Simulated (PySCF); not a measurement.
B(NCO)(OH)(OMe) (C₂H₄BNO₃), SMILES B(OC)(N=C=O)O. Heavy atoms are numbered as in [B:1]([N:2]=[C:3]=[O:4])([OH:5])[O:7][CH3:8]. Hydrogens are named by the atom that carries them.

Coordinates come from a B3LYP-D3(BJ)/def2-SVP optimisation. The structure was generated by enumeration, and PubChem lists no compound with its InChIKey, so it may never have been made. Other conformers were not sampled.

Level of theory: PBE/def2-TZVP in PySCF.

ESP charges are fitted to the potential on shells at 1.4 to 2.0 van der Waals radii. Atomic charges (e), one atom of each kind:

| atom | ESP fit | Löwdin |
|---|---|---|
| B1 | 0.82 | -1.02 |
| N2 | -0.65 | 0.28 |
| C3 | 0.62 | -0.31 |
| O4 | -0.35 | 0.21 |
| O5 (OH) | -0.67 | 0.22 |
| H on O5 | 0.43 | 0.21 |
| O7 | -0.35 | 0.37 |
| C8 (CH3) | -0.24 | -0.31 |
| H on C8 | 0.12 | 0.12 |

Computed Mayer and Wiberg (Löwdin basis) orders of the bonds:
| bond | Mayer | Wiberg |
|---|---|---|
| B1–N2 | 1.11 | 1.41 |
| N2–C3 | 2.06 | 2.35 |
| C3–O4 | 2.14 | 2.84 |
| B1–O5 | 1.38 | 1.98 |
| B1–O7 | 1.35 | 1.86 |
| O7–C8 | 0.94 | 1.40 |
